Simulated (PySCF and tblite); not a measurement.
Results of a calculation; reference values are marked as such.
C₅H₁₀O₂, numbered as in [CH3:1][CH:2]1[O:3][CH2:4][CH2:5][CH2:6][O:7]1.

Free energies: PBE0-D3(BJ)/def2-TZVP on PBE0-D3(BJ)/def2-SVP structures plus GFN2-xTB thermal terms, symmetry and mirror images included. Conformers within 4 kcal/mol (GFN2-xTB free energy) were kept, 7 at most. Couplings: B3LYP/pcSseg-1 with pcJ-1 on H (gas phase; spin-dipole term only for pairs with B, N, F, Si or P). Couplings are for ¹H. Of two unlike H on one atom, a is the less shielded (PBE0/pcSseg-1). Run with PySCF (density fitting) and tblite.

The 6-ring runs over atoms 2–3–4–5–6–7. Of a mirror pair one member is shown.

| conformer | shape | weight % |
| --- | --- | --- |
| 1 | 6-ring chair (all substituents equatorial) | 100.0 |
| 2 | 6-ring chair (C1 axial) | 0.0 |
| 3 | 6-ring twist-boat (ring torsions -66, 36, 26, -69, 42, 26°) | 0.0 |

Give the couplings in each conformer and the averages at 298.15 K (pairs that fast motion interchanges averaged).


| coupling | pairs | 1 | 2 | 3 | average (Hz) |
| --- | --- | --- | --- | --- | --- |
| ²J(H1,H1) | 3 | -13.8 | -14.4 | -13.9 | -13.8 |
| ³J(H1,H2) | 3 | 5.7 | 6.8 | 5.6 | 5.7 |
| ⁴J(H2,H4a) | 2 | -0.8 | -1.0 | -0.6 | -0.8 |
| ²J(H4a,H4b) | 2 | -12.8 | -13.1 | -12.9 | -12.8 |
| ³J(H4a,H5a) | 2 | 5.4 | 2.8 | 9.2 | 5.4 |
| ³J(H4a,H5b) | 2 | 1.6 | 13.6 | 6.8 | 1.6 |
| ⁴J(H4a,H6a) | 1 | 2.0 | 0.0 | -0.6 | 2.0 |
| ⁴J(H4a,H6b) | 2 | -0.7 | -0.8 | -0.2 | -0.7 |
| ³J(H4b,H5a) | 2 | 13.1 | 1.6 | 5.7 | 13.1 |
| ³J(H4b,H5b) | 2 | 2.7 | 5.7 | 9.5 | 2.7 |
| ²J(H5a,H5b) | 1 | -14.1 | -14.0 | -13.5 | -14.1 |
